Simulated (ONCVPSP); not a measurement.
lanthanum: one change to an ONCV potential, before and after

| Property | Result |
| --- | --- |
| Element | lanthanum |
| Generator | ONCVPSP 4.0.1 |
| Type | optimised norm-conserving Vanderbilt (ONCV) |
| Functional | PBE |
| Relativity | scalar-relativistic |
| Frozen core | [Kr] 4d10 |
| Valence charge | 11 |
| Reference configuration | 5s2 5p6 5d1 6s1.75 (charge +0.25) |
| Partial waves | 5s+6s: rc 2.55 bohr, ncon 4, nbas 7, qcut 4.4 1/bohr, 2 projectors; 5p: rc 1.90 bohr, ncon 5, nbas 7, qcut 3.9 1/bohr, 1 projector; 5d: rc 4.00 bohr, ncon 4, nbas 8, qcut 4.2 1/bohr, 2 projectors, debl 3.7 Ha; f scattering state at 0.06 Ha: rc 3.90 bohr, ncon 5, nbas 8, qcut 2.5 1/bohr, 1 projector |
| Local potential | polynomial inside 1.35 bohr (lpopt 2, dvloc0 0 Ha) |
| Core correction | Teter function, fcfact 4.5, rcfact 1.4 |

In the f channel the program set the typed energies aside and used -0.209 Ha.

Change: core [Xe], valence charge 3; reference 5d1 6s2; waves now 6s: rc 3.95 bohr, ncon 4, nbas 9, qcut 1.4 1/bohr, 2 projectors, debl 0.9 Ha; p scattering state at 0.1 Ha: rc 3.80 bohr, ncon 4, nbas 7, qcut 2.6 1/bohr, 1 projector; 5d: rc 2.50 bohr, ncon 3, nbas 7, qcut 3.3 1/bohr, 2 projectors, debl 1.2 Ha; f scattering state at 0.29 Ha: rc 3.10 bohr, ncon 4, nbas 8, qcut 3.7 1/bohr, 2 projectors, debl 1.7 Ha; local potential polynomial inside 1.75 bohr (lpopt 5, dvloc0 1 Ha). In the p channel the program set the typed energies aside and used 0.050 Ha. In the f channel the program set the typed energies aside and used -0.160, 1.540 Ha.

Cutoffs: the cutoffs (Ha) at which the residual kinetic energy of the hardest occupied pseudo-wave falls to 1 and 0.1 mHa per electron; they do not see the model core or the augmentation charge, which bear on the density cutoff. Errors are all-electron minus pseudo energies relative to the spin-unpolarised reference configuration.

**Question.** What does the change do?

**Answer.** The potential gets softer (29 Ha and 36 Ha → 5.5 Ha and 17 Ha); a bound ghost appears in p, s, which as a rule spoils a file. The shells moved into the core no longer need plane waves of their own. Several settings change at once here, so the effects cannot be laid on one of them.

```csv
quantity,base,changed
"cutoff, loose",29 Ha,5.5 Ha
"cutoff, tight",36 Ha,17 Ha
bound ghosts,none,"s, p"
GHOST(+) flags under 300 eV,"f at 63.7 eV, s at 63.9 eV, d at 88.4 eV",none
"largest error over its own tests, meV",-48,+1804
"rms error of d²Exc/dni dnj with the model core, mHa",1.54,4.79
```

Changed file: The cutoffs count occupied waves only; projector 2 of the f channel, the hardest unoccupied one, needs 38 Ha at the loose tolerance. These tests converged, but a pseudo level misses the all-electron one widely, so the file describes the atom poorly there or has found another state: 4f1 5d1 6s0: 4f by 3.1 eV. A true bound ghost makes a file unfit for plane-wave use even where its test errors are small: the radial tests pick states by their node count and pass the ghost by.
